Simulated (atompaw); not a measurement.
**Er (Z = 68): PAW (atompaw) pseudisation with PBE, scalar-relativistic reference atom.**

The input file (atompaw 4.2.0.5):

```
Er 68
GGA-PBE scalarrelativistic loggrid 2001 logderivrange -7 5 301
6 6 5 4 0 0
6 0 0
6 1 0
5 2 0
4 3 12
0 0 0
c
c
c
c
v
v
c
c
c
v
v
c
c
v
v
3
2.75 2.10 1.90 1.45
n
n
y
4.1
n
y
-0.35
n
bloechl sinc
4 0 ultrasoft
PWSCFOUT
UPFDX 0.0125d0 UPFXMIN -7.d0 UPFZMESH 68.d0
END
```

Command:

```bash
atompaw < Er.input > Er.log
```

Output (summary file):

```
Completed calculations for Er (AE)

 Exchange-correlation type: GGA, Perdew-Burke-Ernzerhof

 Radial integration grid is logarithmic
 r0 =   9.9947729E-05 h =   6.7964456E-03   n =      2001 rmax =   8.0000000E+01

 Scalar relativistic calculation

 AEatom converged in  43 iterations
   nz     =  68.00
   delta  =       7.864846437605E-17

 All Electron Orbital energies:
  n  l      occupancy      energy
  1  0      2.0000000E+00 -4.2181970E+03
  2  0      2.0000000E+00 -7.0950679E+02
  3  0      2.0000000E+00 -1.5978144E+02
  4  0      2.0000000E+00 -3.2357762E+01
  5  0      2.0000000E+00 -4.8746681E+00
  6  0      0.0000000E+00 -1.0937529E+00
  2  1      6.0000000E+00 -6.2759361E+02
  3  1      6.0000000E+00 -1.3486877E+02
  4  1      6.0000000E+00 -2.4167493E+01
  5  1      6.0000000E+00 -2.9967453E+00
  6  1      0.0000000E+00 -7.5658611E-01
  3  2      1.0000000E+01 -1.0370989E+02
  4  2      1.0000000E+01 -1.3202264E+01
  5  2      0.0000000E+00 -9.9060049E-01
  4  3      1.2000000E+01 -1.2815869E+00

 Total energy
   Total                    :   -26171.38972317035223

 ---
 Completed calculations for Er (SC)

 Exchange-correlation type: GGA, Perdew-Burke-Ernzerhof

 Radial integration grid is logarithmic
 r0 =   9.9947729E-05 h =   6.7964456E-03   n =      2001 rmax =   8.0000000E+01

 Scalar relativistic calculation

 SCatom converged in   5 iterations
   nz     =  68.00
   delta  =       7.704271428737E-18

 Valence Electron Orbital energies:
  n  l      occupancy      energy
   5  0      2.0000000E+00 -4.8746682E+00
   6  0      0.0000000E+00 -1.0937530E+00
   5  1      6.0000000E+00 -2.9967453E+00
   6  1      0.0000000E+00 -7.5658611E-01
   5  2      0.0000000E+00 -9.9060049E-01
   4  3      1.2000000E+01 -1.2815869E+00

 Total energy
   Total                    :   -26171.38972316938452
   Valence                  :     -884.71162384641866

 PAW parameters:
       lmax =            3
         rc =    2.7669654499996348
        irc =         1506
   rc_shape =    2.1083003628435772
    rc_vloc =    1.9039493544018913
    rc_core =    1.4507143854825162
   Vloc: Non norm-conserving form with l= 4;e=   0.0000E+00
   Projector type: Bloechl + Gram-Schmidt ortho.
   Sinc^2 compensation charge shape zeroed at   2.1083E+00

 Number of basis functions     8
 No.   n  nodes  l      Energy         Cp coeff         Occ
  1    5    4    0   -0.4874668E+01 -0.4233529E+01  0.2000000E+01
  2    6    5    0   -0.1093753E+01 -0.6757979E+01  0.0000000E+00
  3    5    3    1   -0.2996745E+01 -0.2182679E+01  0.6000000E+01
  4    6    4    1   -0.7565861E+00 -0.3377538E+01  0.0000000E+00
  5    5    2    2   -0.9906005E+00 -0.1357119E+01  0.0000000E+00
  6  999    3    2    0.4100000E+01 -0.2721181E+01  0.0000000E+00
  7    4    0    3   -0.1281587E+01  0.1022004E+02  0.1200000E+02
  8  999    1    3   -0.3500000E+00  0.1690764E+02  0.0000000E+00

 Eigenvalues of overlap operator (in the basis of projectors):
    1        1.39510678E-01
    2        2.93417542E-01
    3        5.25985549E-01
    4        2.32300878E+00
    5        2.85517630E+00
    6        4.27488079E+00
    7        4.45978841E+00
    8        8.70164607E+01

 Orbital leakage outside PAW augmentation regions
   orb  is_core?  %out_of_sphere
   1 0    T           0.00
   2 0    T          -0.00
   3 0    T          -0.00
   4 0    T           0.00
   5 0    F           0.37
   6 0    F          68.62
   2 1    T           0.00
   3 1    T          -0.00
   4 1    T           0.00
   5 1    F           2.32
   6 1    F          86.66
   3 2    T          -0.00
   4 2    T           0.00
   5 2    F          32.01
   4 3    F           0.75

 Summary of PAW energies
   Total valence energy     :   -884.71162290390134
   Smooth energy            :     12.50498615845105
   One center               :   -897.21660906235240
   Smooth kinetic           :     48.45272985304106
   Vloc energy              :    -22.09457465370977
   Smooth exch-corr         :    -22.47934112930032
   One-center xc            :   -532.18586153043532
```

The run took about 48 s on one core of a shared server CPU.
